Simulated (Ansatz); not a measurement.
The cluster Al₄Ga₃⁺. The state is a singlet with charge 1. Geometry PBE-D4/def2-SVP, basis def2-TZVP, Ansatz.

```csv
atom,x (Å),y (Å),z (Å)
Al1,-1.007,-1.164,1.365
Al2,0.782,1.787,-0.808
Al3,-1.444,-0.961,-1.205
Al4,0.714,0.963,1.673
Ga5,1.035,-0.579,-1.801
Ga6,-1.541,1.226,0.152
Ga7,1.461,-1.272,0.624
```

| run | HOMO (eV) | LUMO (eV) |
| --- | --- | --- |
| A | -9.21 | -7.21 |
| B | -9.19 | -7.38 |
| C | -9.75 | -6.80 |
| D | -10.45 | -5.91 |
| E | -9.39 | -7.35 |

Another isomer (singlet) lies 0.03 eV lower at PBE0-D4/def2-TZVP; other spin states weren't run for this one.

The runs used B97M-V, CAM-B3LYP, PBE, PBE0, r2SCAN. Estimate which is which.

A B97M-V (0 % exact exchange); B PBE (0 % exact exchange); C PBE0 (25 % exact exchange); D CAM-B3LYP (range-separated); E r2SCAN (0 % exact exchange). Exact exchange lowers occupied and raises empty levels; among semilocal functionals meta-GGAs tend to open the gap a little, and such runs are hard to tell apart. The gap grows from 1.82 eV (PBE) to 4.54 eV (CAM-B3LYP). The restricted singlet is unstable towards broken spin symmetry in Hartree–Fock (as tested in another run); at B97M-V/def2-TZVP, PBE-D4/def2-TZVP, PBE0-D4/def2-TZVP, CAM-B3LYP-D4/def2-TZVP and others this wasn't settled.
